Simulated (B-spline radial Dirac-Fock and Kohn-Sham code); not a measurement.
# X-ray scattering factor of Re⁶⁺

System: rhenium as Re⁶⁺ in the configuration [Xe] 4f14 5d1, inside a Watson sphere of charge -6 and radius 3 Å (a model of the Madelung potential; inside it an electron's potential energy is raised by 28.8 eV).

The run's input, task.json:

```json
{"items": [{
  "Z": 75,
  "q": 6,
  "cfg": [[1, 0, 2], [2, 0, 2], [2, 1, 6], [3, 0, 2], [3, 1, 6], [3, 2, 10], [4, 0, 2], [4, 1, 6], [4, 2, 10], [4, 3, 14], [5, 0, 2], [5, 1, 6], [5, 2, 1]],
  "A": 187,
  "rrms": 5.3698,
  "watson": [-6, 3.0],
  "do": ["scatter"],
  "s": [0.0, 0.08, 0.1, 0.13, 0.16, 0.19, 0.24, 0.3, 0.36, 0.45, 0.55, 0.68, 0.84, 1.04, 1.29, 1.59, 1.96, 2.41, 2.98, 3.67, 4.53, 5.59, 6.9],
  "pz": [0, 0.1, 0.2, 0.3, 0.4, 0.5, 0.6, 0.8, 1.0, 1.2, 1.4, 1.6, 1.8, 2.0, 2.5, 3.0, 4.0, 5.0, 7.0, 10.0, 15.0, 20.0, 30.0, 40.0, 60.0, 100.0],
  "hv_scatter": [1000, 2000, 20000, 30000, 50000, 200000, 500000, 1000000]
}]}
```

Run with: `python xray_run.py task.json out`

Method: Dirac-Fock orbitals of the configuration average with a finite nucleus. Computed with a B-spline atomic structure program. f₀ is the Fourier transform of the spherical electron density, S the Waller-Hartree incoherent function, and s = sin θ/λ. The electron scattering factor follows from the Mott-Bethe formula f_e = 0.023934 Å⁻¹·(Z − f₀)/s².

| s (Å⁻¹) | f₀ | S | f_e (Å) |
| --- | --- | --- | --- |
| 0 | 69.000 | 0.000 | – |
| 0.08 | 67.844 | 1.122 | 26.760 |
| 0.1 | 67.217 | 1.707 | 18.629 |
| 0.13 | 66.056 | 2.746 | 12.667 |
| 0.16 | 64.666 | 3.923 | 9.661 |
| 0.19 | 63.092 | 5.182 | 7.895 |
| 0.24 | 60.174 | 7.343 | 6.160 |
| 0.3 | 56.421 | 9.905 | 4.941 |
| 0.36 | 52.644 | 12.367 | 4.129 |
| 0.45 | 47.297 | 15.857 | 3.274 |
| 0.55 | 42.056 | 19.394 | 2.607 |
| 0.68 | 36.340 | 23.373 | 2.001 |
| 0.84 | 30.649 | 27.506 | 1.504 |
| 1.04 | 25.149 | 31.977 | 1.103 |
| 1.29 | 20.367 | 36.837 | 0.786 |
| 1.59 | 16.890 | 41.860 | 0.550 |
| 1.96 | 14.288 | 46.832 | 0.378 |
| 2.41 | 11.788 | 51.135 | 0.260 |
| 2.98 | 8.992 | 54.812 | 0.178 |
| 3.67 | 6.636 | 57.908 | 0.121 |
| 4.53 | 5.166 | 60.632 | 0.081 |
| 5.59 | 4.261 | 62.936 | 0.054 |
| 6.9 | 3.348 | 64.799 | 0.036 |

f₀ starts at the number of electrons, 69, and has fallen to half at s ≈ 0.73 Å⁻¹. The sum of ⟨r²⟩ over the electrons is 25.06 bohr². For an ion f_e diverges as s goes to zero, because of the net charge.
